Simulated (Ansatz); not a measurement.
System: sum formula FeOFH (charge 0, quintet). The spin state was set by rule; other spins were not relaxed. 
Structure (B3LYP-D3(BJ)/def2-TZVP (Ansatz, a program for electronic structure) minimum search):
```xyz
4

Fe     0.0098     0.0069    -0.0118
F      1.1358     0.9823    -0.9668
O     -1.1322    -1.0074     0.8995
H     -1.4195    -0.9617     1.8124
```
Charge 0, spin multiplicity 5.

Basis-set convergence of Hartree-Fock and CCSD(T) correlation energies (hartree) with Ansatz. Cores are frozen in the correlated levels unless marked. Open shells are spin-unrestricted. No spin-orbit coupling. Frozen are the shells of the preceding noble gas and the d and f shells that filled before the atom's block. Non-relativistic.

```
basis        functions        E(HF)  E(corr, CCSD(T))
-----------  ---------  -----------  ----------------
def2-SVPD           88  -1437.12231          -0.56225
def2-TZVPPD        164          [?]               [?]
```

**Question.** Some entries are withheld; supply them.

**Answer.** 
- def2-TZVPPD, E(HF): -1437.49534
- def2-TZVPPD, E(corr, CCSD(T)): -0.73646
